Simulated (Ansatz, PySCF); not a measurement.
Spin states of H2O2Ta (SMILES [OH][Ta][OH]), each relaxed with B3LYP-D3(BJ)/def2-TZVP.
State 1 (charge 0, multiplicity 2):
```csv
atom,x (Å),y (Å),z (Å)
Ta,-0.0106,0.0026,-0.0118
O,1.4067,0.2422,-1.2245
H,2.1256,0.3668,-1.8399
O,-1.4279,-0.2326,1.2015
H,-2.1476,-0.3492,1.8176
```
State 2 (charge 0, multiplicity 4):
```xyz
5

Ta    -0.01078     0.00596    -0.01144
O      1.42256     0.24590    -1.23827
H      2.14129     0.36654    -1.85339
O     -1.44409    -0.23421     1.21536
H     -2.16276    -0.35445     1.83063
```

Singlets are restricted, other states unrestricted; no spin–orbit coupling, no relativity up to Kr; see below for the cores. The largest T1 diagnostic is 0.020.

Codes used: Ansatz (Gaussian basis) for Hartree–Fock, density functionals and correlated methods; PySCF for the dispersion terms. Values without a source in brackets are computed. In def2 rows elements past Kr take small-core potentials, without spin–orbit coupling.

Problem. One of these levels gives 2.56 kcal/mol for the energy of the multiplicity-4 state less that of the multiplicity-2 state. Name it.
A) CAM-B3LYP-D3(BJ)/def2-TZVPP
B) BHLYP/def2-TZVPP
C) B3LYP/def2-TZVPP
D) wB97M-V/def2-TZVPP

Solution. C, B3LYP/def2-TZVPP. The others give 1.01 (BHLYP/def2-TZVPP), 2.91 (CAM-B3LYP-D3(BJ)/def2-TZVPP), 3.71 (wB97M-V/def2-TZVPP)

Doubts at one or more of the structures used: a spin-contaminated determinant (B3LYP/def2-TZVPP, BHLYP/def2-TZVPP, CAM-B3LYP-D3(BJ)/def2-TZVPP, wB97M-V/def2-TZVPP).

Ansatz is an electronic-structure program.
